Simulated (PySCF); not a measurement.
C3H10OSi2, SMILES C[SiH2][SiH2]C(C)=O.

Geometry: ωB97X-D3(BJ)/def2-SVP. This is a generated structure with no PubChem entry under its InChIKey; it may be hypothetical. Other conformers were not sampled.

All values below come from ωB97X-D3(BJ)/def2-SVP (PySCF).

Frequencies are harmonic and unscaled.

```csv
mode,ν (cm⁻¹),IR (km/mol),moving atoms (share of kinetic energy)
1,27,2.1,"C 37 %, H 28 %, Si 23 %, O 12 %"
2,69,0.2,"H 35 %, Si 27 %, C 22 %, O 15 %"
3,77,2.2,"Si 30 %, C 28 %, O 24 %, H 17 %"
4,114,0.1,H 90 %
5,162,3.5,"C 35 %, Si 31 %, H 22 %, O 12 %"
6,166,0.3,H 95 %
7,259,2.9,"C 49 %, H 24 %, O 13 %, Si 13 %"
8,305,14.8,"H 76 %, C 16 %"
9,386,3.9,"H 73 %, C 19 %"
10,428,21.5,"Si 44 %, O 39 %, H 9 %, C 8 %"
11,464,0.8,"Si 80 %, H 16 %"
12,515,0.0,"H 78 %, Si 12 %, C 9 %"
13,615,55.1,"C 39 %, H 38 %, O 17 %"
14,634,2.4,"H 79 %, C 12 %, Si 9 %"
15,677,85.7,"H 84 %, C 11 %"
16,707,5.5,H 92 %
17,707,99.3,"C 44 %, Si 31 %, H 25 %"
18,779,131.8,"H 71 %, Si 17 %, C 11 %"
19,891,164.2,"H 77 %, C 12 %, Si 11 %"
20,895,32.1,"H 79 %, C 17 %"
21,942,55.6,H 93 %
22,946,30.1,H 86 %
23,965,26.2,"H 63 %, C 27 %"
24,996,0.6,"H 57 %, C 41 %"
25,1178,36.7,"C 65 %, H 31 %"
26,1286,16.2,"H 79 %, C 21 %"
27,1374,35.5,"H 68 %, C 32 %"
28,1438,13.6,H 96 %
29,1446,2.3,H 96 %
30,1449,10.1,H 96 %
31,1450,13.1,H 96 %
32,1814,111.7,"C 60 %, O 39 %"
33,2224,97.9,H 98 %
34,2225,71.5,H 96 %
35,2247,63.3,H 98 %
36,2252,139.4,H 96 %
37,3060,2.3,H 97 %
38,3069,4.9,H 97 %
39,3154,3.2,"H 91 %, C 9 %"
40,3171,3.5,"H 91 %, C 9 %"
41,3172,2.5,"H 91 %, C 9 %"
42,3188,6.0,"H 90 %, C 10 %"
```
